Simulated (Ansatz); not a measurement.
A structure relaxed at PBE0-D4/def2-TZVP, charge 0, multiplicity 1:

```xyz
10

Si    0.449    2.236   -0.320
Al    0.687   -0.196   -0.529
Cl    2.254   -0.913   -1.743
Sn   -0.845   -2.033    0.628
H    -0.902    2.652   -0.795
H     0.553    2.631    1.114
H     1.474    2.986   -1.094
H    -2.481   -1.861    0.152
H    -0.368   -3.629    0.256
H    -0.821   -1.873    2.332
```

(1) Give its formula and SMILES.

(2) Point group (tolerance 0.08 Å, 0.16 Å for H)?

(3) Summarise the bond lengths by kind.

Answers

(1) AlClH6SiSn, `[SiH3][Al]([Cl])[SnH3]`.

(2) Cs.

(3) 1 × Al–Si 2.453 Å; 3 × H–Si 1.488 to 1.491 Å; 1 × Al–Cl 2.108 Å; 1 × Al–Sn 2.657 Å; 3 × H–Sn 1.708 to 1.712 Å.

Computed with Ansatz.
